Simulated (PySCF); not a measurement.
**As²²⁺: ionisation energy**

As²²⁺ [Ne] 3s1 [3s1/2^1, M_J = 1/2] → As²³⁺ [Ne], as a difference of total energies. Computed with PySCF 2.14 in an even-tempered Gaussian basis (19 s from 2.7 bohr⁻², ratio 2.4; 13 p from 3.5 bohr⁻², ratio 2.4; 5 d from 12 bohr⁻², ratio 2.6; 4 f from 18 bohr⁻², ratio 2.6), with the two-component X2C-1e Hamiltonian. Correlated levels: 1s2 frozen; the 52 highest virtual spinors dropped. "Screened" scales the spin-orbit matrix elements by Boettger's factors to mimic the two-electron term; Breit and QED terms are absent.

| method | ionisation energy (eV) |
| --- | --- |
| GHF (screened spin-orbit) | 956.14 |
| GMP2 (screened spin-orbit) | 956.78 |

How much does correlation contribute at GMP2 (screened spin-orbit)?

956.78 − (956.14) = 0.64 eV, measured against GHF (screened spin-orbit).

Breit and QED terms and the two-electron picture change are absent.

For comparison: 956.79 eV (semi-empirical (NIST evaluation); NIST Atomic Spectra Database, ionization energies).
